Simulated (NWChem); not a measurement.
System: C₂H₆OSe; SMILES [Se](CC)O

Input file for NWChem:

```
start job
memory heap 200 mb stack 900 mb global 1100 mb
geometry units angstroms
  Se     0.393118     0.002449     0.463144
  C     -0.934443    -1.059624    -0.534338
  C     -2.170928    -0.264612    -0.901786
  H     -1.174556    -1.896587     0.121795
  H     -0.419460    -1.432855    -1.420096
  H     -1.907553     0.575584    -1.541581
  H     -2.664729     0.117524    -0.010355
  H     -2.873504    -0.896210    -1.443054
  O      0.927999     1.081949    -0.886933
  H      0.517131     1.946203    -0.796854
end
basis spherical
  * library def2-svp
end
dft
  xc pbe0
  iterations 150
end
driver
  maxiter 120
end
task dft optimize
task dft freq
```

Output (shortened):

```
             Northwest Computational Chemistry Package (NWChem) 7.3.0
             --------------------------------------------------------

 C1  symmetry detected

                             Geometry "geometry" -> ""
                             -------------------------

 Output coordinates in angstroms (scale by  1.889725989 to convert to a.u.)

  No.       Tag          Charge          X              Y              Z
 ---- ---------------- ---------- -------------- -------------- --------------
    1 Se                  34.0000    -0.38292845    -0.62924310     0.08070316
    2 C                    6.0000    -0.37706307     1.23095884    -0.57121856
    3 C                    6.0000     0.36745326     2.17673776     0.34919165
    4 H                    1.0000    -1.42972703     1.50079491    -0.65930321
    5 H                    1.0000     0.07143601     1.20189089    -1.56473742
    6 H                    1.0000     1.41084537     1.87983829     0.43760533
    7 H                    1.0000    -0.07863486     2.18227474     1.34191079
    8 H                    1.0000     0.33532268     3.18898649    -0.05058360
    9 O                    8.0000     1.36551723    -1.00527560    -0.19436609
   10 H                    1.0000     1.84384628    -0.96349476     0.63829074

 Effective nuclear repulsion energy (a.u.)     276.0960540541

                                Z-matrix (autoz)
                                --------

 Units are Angstrom for bonds and degrees for angles

      Type          Name      I     J     K     L     M      Value
      ----------- --------  ----- ----- ----- ----- ----- ----------
    1 Stretch                  1     2                       1.97114
    2 Stretch                  1     9                       1.80945
    3 Stretch                  2     3                       1.51524
    4 Stretch                  2     4                       1.09026
    5 Stretch                  2     5                       1.09045
    6 Stretch                  3     6                       1.08841
    7 Stretch                  3     7                       1.08835
    8 Stretch                  3     8                       1.08881
    9 Stretch                  9    10                       0.96118
   10 Bend                     1     2     3               112.93030
   11 Bend                     1     2     4               104.91673
   12 Bend                     1     2     5               106.10522
   13 Bend                     1     9    10               109.88573
   14 Bend                     2     1     9                98.21956
   15 Bend                     2     3     6               110.49389
   16 Bend                     2     3     7               110.84503
   17 Bend                     2     3     8               110.04502
   18 Bend                     3     2     4               111.65404
   19 Bend                     3     2     5               111.59152
   20 Bend                     4     2     5               109.27491
   21 Bend                     6     3     7               108.67593
   22 Bend                     6     3     8               108.16279
   23 Bend                     7     3     8               108.54681
   24 Torsion                  1     2     3     6          61.02965
   25 Torsion                  1     2     3     7         -59.50831
   26 Torsion                  1     2     3     8        -179.58970
   27 Torsion                  2     1     9    10         102.11786
   28 Torsion                  3     2     1     9         -70.22232
   29 Torsion                  4     2     1     9         167.95250
   30 Torsion                  4     2     3     6         178.97821
   31 Torsion                  4     2     3     7          58.44025
   32 Torsion                  4     2     3     8         -61.64114
   33 Torsion                  5     2     1     9          52.32718
   34 Torsion                  5     2     3     6         -58.40000
   35 Torsion                  5     2     3     7        -178.93796
   36 Torsion                  5     2     3     8          60.98065

                           NWChem Geometry Optimization
                           ----------------------------

 maximum gradient threshold         (gmax) =   0.000450
 rms gradient threshold             (grms) =   0.000300
 maximum cartesian step threshold   (xmax) =   0.001800
 rms cartesian step threshold       (xrms) =   0.001200
 fixed trust radius                (trust) =   0.300000
 source of zmatrix                         =   autoz

          -------------------
          Energy Minimization
          -------------------

 Using diagonal initial Hessian
 Scaling for Hessian diagonals: bonds = 1.00  angles = 0.25  torsions = 0.10

          --------
          Step   0

                                 NWChem DFT Module
                                 -----------------

 Summary of "ao basis" -> "ao basis" (spherical)
 ------------------------------------------------------------------------------
       Tag                 Description            Shells   Functions and Types
 ---------------- ------------------------------  ------  ---------------------
 Se                         def2-svp                12       32   5s4p3d
 C                          def2-svp                 6       14   3s2p1d
 H                          def2-svp                 3        5   2s1p
 O                          def2-svp                 6       14   3s2p1d

[...]

      ----------------------
      Optimization converged
      ----------------------

  Step       Energy      Delta E   Gmax     Grms     Xrms     Xmax
  ---- ---------------- -------- -------- -------- -------- --------
@   15   -2555.70410854 -2.1D-07  0.00007  0.00002  0.00042  0.00147
                                     ok       ok       ok       ok

                                Z-matrix (autoz)
                                --------

 Units are Angstrom for bonds and degrees for angles

[...]

 Rotational Constants
 --------------------
 A=   0.259125 cm-1  (  0.372815 K)
 B=   0.112404 cm-1  (  0.161721 K)
 C=   0.086801 cm-1  (  0.124885 K)

 Temperature                      =   298.15K
 frequency scaling parameter      =   1.0000

 Zero-Point correction to Energy  =   50.129 kcal/mol  (  0.079885 au)
 Thermal correction to Energy     =   53.857 kcal/mol  (  0.085827 au)
 Thermal correction to Enthalpy   =   54.449 kcal/mol  (  0.086771 au)

 Total Entropy                    =   77.873 cal/mol-K
   - Translational                =   40.364 cal/mol-K (mol. weight = 124.9602)
   - Rotational                   =   25.948 cal/mol-K (symmetry #  =        1)
   - Vibrational                  =   11.562 cal/mol-K

 Cv (constant volume heat capacity) =   19.462 cal/mol-K
   - Translational                  =    2.979 cal/mol-K
   - Rotational                     =    2.979 cal/mol-K
   - Vibrational                    =   13.503 cal/mol-K

[normal modes left out]

 ----------------------------------------------------------------------------
 Normal Eigenvalue ||           Projected Infra Red Intensities
  Mode   [cm**-1]  || [atomic units] [(debye/angs)**2] [(KM/mol)] [arbitrary]
 ------ ---------- || -------------- ----------------- ---------- -----------
    1       -0.000 ||    0.000757           0.017         0.738       0.540
    2       -0.000 ||    0.000172           0.004         0.167       0.122
    3       -0.000 ||    0.000004           0.000         0.004       0.003
    4       -0.000 ||    0.000212           0.005         0.206       0.151
    5        0.000 ||    0.000332           0.008         0.324       0.237
    6        0.000 ||    0.001080           0.025         1.053       0.771
    7       82.049 ||    0.001263           0.029         1.231       0.901
    8      194.363 ||    0.002991           0.069         2.916       2.133
    9      268.017 ||    0.002320           0.054         2.262       1.655
   10      315.261 ||    0.001503           0.035         1.465       1.072
   11      381.488 ||    0.107584           2.482       104.878      76.737
   12      577.149 ||    0.003862           0.089         3.765       2.754
   13      661.051 ||    0.046562           1.074        45.391      33.212
   14      737.164 ||    0.007179           0.166         6.999       5.121
   15      971.757 ||    0.008706           0.201         8.487       6.210
   16     1010.096 ||    0.001290           0.030         1.258       0.920
   17     1080.881 ||    0.004606           0.106         4.490       3.285
   18     1103.833 ||    0.046466           1.072        45.297      33.143
   19     1245.450 ||    0.004067           0.094         3.965       2.901
   20     1264.981 ||    0.014131           0.326        13.776      10.079
   21     1382.443 ||    0.006740           0.155         6.570       4.807
   22     1430.982 ||    0.004428           0.102         4.317       3.158
   23     1458.495 ||    0.010448           0.241        10.185       7.452
   24     1477.077 ||    0.004201           0.097         4.095       2.997
   25     3053.791 ||    0.022780           0.526        22.207      16.248
   26     3073.531 ||    0.008397           0.194         8.186       5.989
   27     3139.826 ||    0.000291           0.007         0.284       0.208
   28     3146.016 ||    0.012066           0.278        11.763       8.607
   29     3164.107 ||    0.013347           0.308        13.011       9.520
   30     3862.515 ||    0.082809           1.910        80.727      59.066
 ----------------------------------------------------------------------------
```

Level: PBE0/def2-SVP. This build's default masses of Se (78.918 u) and Br (79.917 u) are each other's, which moves their modes by up to 0.6 %.
